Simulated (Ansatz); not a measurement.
Relaxation of Cl$_{3}$GeH$_{4}$OP (10 atoms, charge 0, multiplicity 1), to a largest force component of 0.03 eV/Å in at most 50 steps.

Method: Ansatz 0.2.0, RKS PBE-D4/def2-SVP.

```xyz
10
Properties=species:S:1:pos:R:3
Ge 0.384 -0.494 -0.589
Cl -1.170 -0.538 2.466
Cl 1.701 -0.029 -2.251
O -0.122 1.126 -0.050
H -0.782 1.025 0.670
Cl -1.340 -1.590 -1.355
P 1.574 -1.731 0.928
H 0.716 -2.874 0.780
H 2.520 -2.175 -0.062
H 0.141 -0.512 2.750
```

Where does it end, and by what steps?

The forces met the threshold. The force dipped under the threshold on the way, but the program's further checks kept it going. After 20 steps the energy has fallen by 0.128 eV; H9 moved furthest, 0.94 Å.

```tsv
step	energy less start (eV)	largest force component (eV/Å)	accepted
0	0.0000	0.851	yes
1	-0.0457	0.869	yes
2	-0.0433	1.030	no
3	-0.0582	0.719	yes
4	-0.0745	0.338	yes
5	-0.0878	0.071	yes
6	-0.0847	0.297	no
7	-0.0925	0.061	yes
8	-0.0958	0.238	yes
9	-0.0916	0.437	no
10	-0.1009	0.094	yes
11	-0.1045	0.115	yes
12	-0.1075	0.206	yes
13	-0.1104	0.182	yes
14	-0.1150	0.248	yes
15	-0.1173	0.227	yes
16	-0.1151	0.395	no
17	-0.1244	0.134	yes
18	-0.1265	0.079	yes
19	-0.1280	0.018	yes
20	-0.1282	0.020	yes
```

```xyz
10
Properties=species:S:1:pos:R:3
Ge 0.290 -0.565 -0.702
Cl -1.059 0.044 2.855
Cl 1.541 -0.293 -2.443
O 0.004 1.075 -0.089
H -0.451 1.019 0.784
Cl -1.567 -1.516 -1.319
P 1.235 -1.961 0.922
H 1.265 -3.116 0.069
H 2.583 -1.550 0.636
H -0.218 -0.930 2.571
```

Whether the end is a true minimum wasn't checked by a vibrational analysis.

Time of the run: 67 s on 4 threads of Arm Neoverse N1, on a shared host, peak memory 0.23 GiB.
